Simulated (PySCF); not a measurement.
AlH3Se. Atoms are numbered in the order given.

```xyz
5

Al     0.0033    -1.5924     0.0000
H     -1.3976    -2.3193     0.0000
H      1.3960    -2.3369     0.0000
Se    -0.0431     0.7221     0.0000
H      1.4230     0.8062     0.0000
```

The structure is a stationary point at r2SCAN-D4/def2-TZVP.

Method: ωB97X/def2-TZVPD (PySCF).

Mulliken values depend strongly on the basis, most of all with diffuse functions as here. ESP charges are fitted to the potential on shells at 1.4 to 2.0 van der Waals radii. Atomic charges (e):

```csv
atom,meta-Löwdin,Mulliken,ESP fit
Al1,___,0.39,0.61
H2,___,-0.13,-0.19
H3,___,-0.14,-0.22
Se4,___,-0.26,-0.31
H5,___,0.14,0.11
```

**Question.** Complete the blanks. (The exact figures need the calculation; the answer reports its results.)

**Answer.** 
- Al1, meta-Löwdin: 0.47
- H2, meta-Löwdin: -0.14
- H3, meta-Löwdin: -0.14
- Se4, meta-Löwdin: -0.26
- H5, meta-Löwdin: 0.07
